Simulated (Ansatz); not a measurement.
Reaction (ligand exchange at the Si–O bond): `[CH3][SnH]([Cl])[O][SiH3]` + `O[AsH2]` → `[SiH3]O[AsH2]` + `[CH3][SnH]([OH])[Cl]`

Gas-phase electronic energies from Ansatz, PBE0-D4/def2-TZVP geometries. CCSD(T)/CBS adds triple-zeta CCSD(T) − MP2 to the extrapolated MP2 energy (def2 sets, frozen cores). Functionals use def2-TZVPP. Elements past krypton have def2 core potentials. For As, Sn outer-core shells are correlated without core-valence functions, which leaves a few kJ/mol of doubt a bond. Scalar relativity is left out up to krypton. Each species was taken in one conformer, which may not be the lowest.

Is it downhill or uphill in electronic energy at CCSD(T)/CBS, and by how much? (Estimate.)

Computed: Uphill: ΔE = +0.13 eV.

What do these levels give: B97M-V, BLYP, CAM-B3LYP, RPA@PBE/def2-TZVPP, MP2/def2-SVP, MP2/def2-QZVPP? (Best estimate.)

The calculation gave: B97M-V 0.12, BLYP 0.07, CAM-B3LYP 0.09, RPA@PBE/def2-TZVPP 0.12, MP2/def2-SVP 0.14, MP2/def2-QZVPP 0.12 eV.

Largest T1 diagnostic among the species: 0.012.

Leaving LDA and LC-ωPBE aside and taking each functional with its dispersion term where it has one, the values, not all of them listed here, spread over 0.04 eV, from revPBE-D4 to BHLYP-D4. From BLYP to BHLYP (50 % exact exchange), in def2-TZVPP and without D4, ΔE moves by +0.04 eV.
